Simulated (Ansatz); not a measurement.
Ansatz (an electronic-structure program) input (HF/6-31G*):

Ansatz 0.2 input:
```yaml
crystal:
  periodic: [false, false, false]
  atoms:
    - {symbol: P, position_ang: [1.05371992, -0.04559710, 0.53336622]}
    - {symbol: P, position_ang: [-0.95159722, 0.07206098, -0.38132630]}
    - {symbol: H, position_ang: [1.62055299, 0.60298414, -0.59471627]}
    - {symbol: H, position_ang: [1.23148554, -1.35161609, 0.00682918]}
    - {symbol: H, position_ang: [-1.85932400, -0.71480818, 0.33747934]}
    - {symbol: H, position_ang: [-1.44211500, 1.38116975, -0.30757635]}
    - {symbol: H, position_ang: [-1.08243994, -0.31468783, -1.72261470]}
basis:
  gaussian:
    orbitals: 6-31G*
hamiltonian:
  xc: {name: HF}
total_charge: 1
relax: {f_tol: 0.003, max_steps: 120}
```

Output:

```
Functional definition: HF
integrals: 0.01 GiB planned
519 factors; integrals over basis functions are off by at most 7.6e-4 eV
mean field: 0.09 GiB planned
mean field evaluation 1: about -18613.5824 eV, gradient 1.4e1 eV
mean field evaluation 2: about -18613.6362 eV, gradient 1.4e1 eV
mean field evaluation 4: about -18614.6606 eV, gradient 1.4e0 eV
mean field evaluation 8: about -18614.6728 eV, gradient 5.9e-4 eV
mean field -18614.67278605 eV, -684.0766074089 hartree, gradient 1.3e-5 eV, S^2 0.000000; 0 other end points of the search recorded, 0 dependent functions left out
the calculation of the forces begins
reference -18614.67278605 eV, -684.0766074089 hartree; 17, 17 occupied and 31, 31 virtual orbitals, 519 factors
relax step   1: F+E_penalty+E_count = -18614.67278605 eV  Δ(F+E_penalty+E_count) = +0.000e0 eV  max|allowed force component| = 9.635e-1 eV/Å  Δτ_max = 0.0000 Å  (29 SCF iters, accepted)
these checks for a lower state are left out or cut short: starts, cluster_reference, orbital_swaps, neighbouring_geometries, increment
integrals: 0.01 GiB planned
519 factors; integrals over basis functions are off by at most 7.4e-4 eV
mean field: 0.09 GiB planned
mean field evaluation 16: about -18614.6540 eV, gradient 5.7e-4 eV
mean field -18614.65399343 eV, -684.0759167930 hartree, gradient 8.3e-6 eV, S^2 0.000000; 0 other end points of the search recorded, 0 dependent functions left out
the calculation of the forces begins
reference -18614.65399343 eV, -684.0759167930 hartree; 17, 17 occupied and 31, 31 virtual orbitals, 519 factors
relax step   2: F+E_penalty+E_count = -18614.65399343 eV  Δ(F+E_penalty+E_count) = +1.879e-2 eV  max|allowed force component| = 6.012e-1 eV/Å  Δτ_max = 0.1019 Å  (28 SCF iters, rejected (line search))
these checks for a lower state are left out or cut short: starts, cluster_reference, orbital_swaps, neighbouring_geometries, increment
integrals: 0.01 GiB planned
519 factors; integrals over basis functions are off by at most 7.3e-4 eV
mean field: 0.09 GiB planned
mean field -18614.71367201 eV, -684.0781099402 hartree, gradient 7.8e-6 eV, S^2 0.000000; 0 other end points of the search recorded, 0 dependent functions left out
the calculation of the forces begins
reference -18614.71367201 eV, -684.0781099402 hartree; 17, 17 occupied and 31, 31 virtual orbitals, 519 factors
relax step   3: F+E_penalty+E_count = -18614.71367201 eV  Δ(F+E_penalty+E_count) = -4.089e-2 eV  max|allowed force component| = 1.110e-1 eV/Å  Δτ_max = 0.0339 Å  (30 SCF iters, accepted)
these checks for a lower state are left out or cut short: starts, cluster_reference, orbital_swaps, neighbouring_geometries, increment
integrals: 0.01 GiB planned
519 factors; integrals over basis functions are off by at most 7.3e-4 eV
mean field: 0.09 GiB planned
mean field evaluation 32: about -18614.7143 eV, gradient 9.7e-6 eV
mean field -18614.71434800 eV, -684.0781347826 hartree, gradient 9.7e-6 eV, S^2 0.000000; 0 other end points of the search recorded, 0 dependent functions left out
the calculation of the forces begins
reference -18614.71434800 eV, -684.0781347826 hartree; 17, 17 occupied and 31, 31 virtual orbitals, 519 factors
relax step   4: F+E_penalty+E_count = -18614.71434800 eV  Δ(F+E_penalty+E_count) = -6.760e-4 eV  max|allowed force component| = 1.485e-2 eV/Å  Δτ_max = 0.0054 Å  (24 SCF iters, accepted)
these checks for a lower state are left out or cut short: starts, cluster_reference, orbital_swaps, neighbouring_geometries, increment
integrals: 0.01 GiB planned
519 factors; integrals over basis functions are off by at most 7.3e-4 eV
mean field: 0.09 GiB planned
mean field -18614.71438587 eV, -684.0781361742 hartree, gradient 2.3e-5 eV, S^2 0.000000; 0 other end points of the search recorded, 0 dependent functions left out
the calculation of the forces begins
reference -18614.71438587 eV, -684.0781361742 hartree; 17, 17 occupied and 31, 31 virtual orbitals, 519 factors
relax step   5: F+E_penalty+E_count = -18614.71438587 eV  Δ(F+E_penalty+E_count) = -3.787e-5 eV  max|allowed force component| = 2.258e-2 eV/Å  Δτ_max = 0.0065 Å  (23 SCF iters, accepted)
these checks for a lower state are left out or cut short: starts, cluster_reference, orbital_swaps, neighbouring_geometries, increment
integrals: 0.01 GiB planned
519 factors; integrals over basis functions are off by at most 7.3e-4 eV
mean field: 0.09 GiB planned
mean field -18614.71443121 eV, -684.0781378405 hartree, gradient 5.4e-5 eV, S^2 0.000000; 0 other end points of the search recorded, 0 dependent functions left out
the calculation of the forces begins
reference -18614.71443121 eV, -684.0781378405 hartree; 17, 17 occupied and 31, 31 virtual orbitals, 519 factors
relax step   6: F+E_penalty+E_count = -18614.71443121 eV  Δ(F+E_penalty+E_count) = -4.534e-5 eV  max|allowed force component| = 3.105e-3 eV/Å  Δτ_max = 0.0014 Å  (19 SCF iters, accepted)
these checks for a lower state are left out or cut short: starts, cluster_reference, orbital_swaps, neighbouring_geometries, increment
integrals: 0.01 GiB planned
519 factors; integrals over basis functions are off by at most 7.3e-4 eV
mean field: 0.09 GiB planned
mean field -18614.71443168 eV, -684.0781378578 hartree, gradient 2.3e-5 eV, S^2 0.000000; 0 other end points of the search recorded, 0 dependent functions left out
the calculation of the forces begins
reference -18614.71443168 eV, -684.0781378578 hartree; 17, 17 occupied and 31, 31 virtual orbitals, 519 factors
relax step   7: F+E_penalty+E_count = -18614.71443168 eV  Δ(F+E_penalty+E_count) = -4.720e-7 eV  max|allowed force component| = 2.375e-3 eV/Å  Δτ_max = 0.0003 Å  (18 SCF iters, accepted)
integrals: 0.01 GiB planned
519 factors; integrals over basis functions are off by at most 7.3e-4 eV
mean field: 0.09 GiB planned
mean field -18614.71443168 eV, -684.0781378578 hartree, gradient 2.3e-5 eV, S^2 0.000000; 1 other end points of the search recorded, 0 dependent functions left out
the calculation of the forces begins
reference -18614.71443168 eV, -684.0781378578 hartree; 17, 17 occupied and 31, 31 virtual orbitals, 519 factors
Total energy: -18614.71443168 eV, -684.0781378578 hartree
Atom 0 at     1.045650    -0.055064     0.497385 Å, force     0.002375    -0.000064     0.001327 eV/Å
Atom 1 at    -0.977491     0.074472    -0.390240 Å, force    -0.001547    -0.000037    -0.001122 eV/Å
Atom 2 at     1.652766     0.604476    -0.575111 Å, force     0.000105     0.000333    -0.000157 eV/Å
Atom 3 at     1.263043    -1.353422     0.027450 Å, force    -0.000036    -0.000376     0.000062 eV/Å
Atom 4 at    -1.861171    -0.704821     0.332315 Å, force    -0.000097     0.000239    -0.000365 eV/Å
Atom 5 at    -1.447896     1.371394    -0.306659 Å, force    -0.000213    -0.000346    -0.000185 eV/Å
Atom 6 at    -1.104619    -0.307529    -1.713699 Å, force    -0.000586     0.000252     0.000440 eV/Å
Dipole moment:    -0.436993    -0.025334    -0.364957 e Å
```

The dipole moment of an ion depends on the origin.

The geometry given is a B3LYP-D3(BJ)/def2-TZVP minimum.
